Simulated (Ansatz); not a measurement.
Ideal-gas functions of H5OPSeSi (`OP[SiH2][SeH]`) at 400 K and 1 bar, from an Ansatz frequency run at PBE0-D4/def2-TZVP.

Molar mass 159.06 g/mol, point group C1 (symmetry number 1), electronic degeneracy 1, moments of inertia 92.547, 458.636, 504.514 u Å². Harmonic wavenumbers (cm⁻¹, unscaled): 55, 110, 142, 198, 232, 376, 434, 480, 580, 676, 734, 792, 820, 908, 924, 1102, 2205, 2233, 2353, 2439, 3884.

Use S(trans) = R[1.5 ln M + 2.5 ln T − 1.1517]; rotational temperatures θ = 24.2544 K / I; S(rot) = R[ln(√π/σ · √(T³/θAθBθC)) + 1.5]; for each mode x = 1.438777 ν̃/T, S = R[x/(eˣ − 1) − ln(1 − e⁻ˣ)] and H = RT x/(eˣ − 1); 1 cm⁻¹ = 0.0119627 kJ/mol; R = 8.31446 J/(mol·K).

Problem. By hand: the entropy, in J/(mol·K).

Solution. Translation 178.2. Rotation: θ = 0.2621, 0.0529, 0.0481 K, giving 122.4. Vibration, mode by mode: 21.80, 16.08, 13.99, 11.31, 10.06, 6.41, 5.41, 4.74, 3.56, 2.71, 2.30, 1.95, 1.80, 1.40, 1.34, 0.80, 0.03, 0.02, 0.02, 0.01, 0.00, in all 105.7. Electronic 0.0. Sum 406.3 J/(mol·K).

Problem. By hand: H − E and G − E in kJ/mol, counted from the electronic energy.

Solution. Zero-point energy ½ × 21677 × 0.0119627 = 129.7; thermal vibration 21.6; translation, rotation and pV give 4 RT = 13.3. H − E = 164.6 kJ/mol, and G − E = 164.6 − 400 × 406.3/1000 = 2.1 kJ/mol.

Vibration gives 26 % of the entropy, 51.9 J/(mol·K) of it from the modes under 150 cm⁻¹: soft modes count most, and the harmonic formula is weakest for them. The sum counts one conformer and one mirror image; others add a mixing term.
